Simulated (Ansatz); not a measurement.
`C[SiH](C)[GeH3]` + `[OH][GeH]([OH])[SiH3]` → `[OH][Ge]([OH])([SiH3])[GeH3]` + `C[SiH2]C`  (formal exchange of groups at a Ge–Si bond)

Computed with Ansatz on PBE0-D4/def2-TZVP structures; ΔE is electronic, products minus reactants. CBS: MP2 limit from def2 TZ/QZ plus the TZ coupled-cluster correction, frozen cores. DFT in def2-TZVPP. For Ge outer-core shells are correlated without core-valence functions, which leaves a few kJ/mol of doubt a bond. Scalar relativity is left out up to krypton. One conformer a species, not always the lowest.

`C[SiH](C)[GeH3]`:

```xyz
14

C    -0.246   -0.600    1.758
Si   -0.293   -0.483   -0.113
C     1.359   -0.963   -0.860
Ge   -0.870    1.733   -0.773
H    -1.213   -0.339    2.194
H     0.004   -1.617    2.074
H     0.506    0.077    2.172
H    -1.350   -1.398   -0.634
H     1.628   -1.984   -0.576
H     1.327   -0.913   -1.951
H     2.151   -0.295   -0.514
H    -0.927    1.876   -2.306
H     0.168    2.750   -0.257
H    -2.243    2.157   -0.215
```

`[OH][GeH]([OH])[SiH3]`:

Z-matrix (Å, degrees):
```
Ge
O 1 1.783
Si 1 2.396 2 109.8
O 1 1.783 2 110.3 3 -121.2
H 1 1.531 2 104.3 3 127.4
H 2 0.959 1 113.6 3 44.5
H 3 1.490 1 108.2 2 -60.2
H 3 1.485 1 110.5 2 -179.4
H 3 1.486 1 110.5 2 58.9
H 4 0.959 1 113.6 2 75.7
```

`[OH][Ge]([OH])([SiH3])[GeH3]`:

```xyz
13

O     0.968    1.850   -0.316
Ge    0.438    0.145   -0.194
O     1.458   -0.877   -1.251
Si    0.977   -0.521    2.029
Ge   -1.876   -0.006   -0.966
H     0.690    2.282   -1.127
H     1.245   -0.797   -2.184
H     0.604   -1.948    2.205
H     2.429   -0.340    2.272
H     0.193    0.309    2.980
H    -2.379   -1.457   -0.906
H    -2.796    0.882   -0.115
H    -1.951    0.476   -2.429
```

`C[SiH2]C`:

Z-matrix (Å, degrees):
```
C
Si 1 1.872
H 1 1.093 2 110.9
H 1 1.092 2 111.0 3 120.0
H 1 1.093 2 110.9 3 -120.0
C 2 1.872 1 111.5 3 60.0
H 2 1.491 1 109.5 3 -178.7
H 2 1.491 1 109.5 3 -61.3
H 6 1.092 2 111.0 1 -180.0
H 6 1.093 2 110.9 1 -60.0
H 6 1.093 2 110.9 1 60.0
```

(1) Is it downhill or uphill in electronic energy at CCSD(T)/CBS, and by how much? (Best estimate.)

(2) What do these levels give: PBE-D4, r2SCAN-D4, ωB97M-V, CCSD/def2-TZVPP, CCSD(T)/def2-TZVPP, HF/def2-QZVPP? (Best estimate.)

Largest T1 diagnostic among the species: 0.013.

## Answers

(1) The calculation gave: Downhill: ΔE = -0.17 eV.

(2) Computed: PBE-D4 -0.15, r2SCAN-D4 -0.16, ωB97M-V -0.18, CCSD/def2-TZVPP -0.18, CCSD(T)/def2-TZVPP -0.17, HF/def2-QZVPP -0.20 eV.
